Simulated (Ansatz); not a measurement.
Harmonic frequencies (cm⁻¹) at PBE0-D4/def2-TZVP from Ansatz: 83, 166, 201, 218, 227, 374, 487, 887, 969.

Task: Which molecule is it?
A. `Cl[Si](Br)(Br)Br`
B. `N[Si](F)(Cl)Br`
C. `F[Si](F)(F)F`
D. `F[Si](F)(I)I`

Result: D.
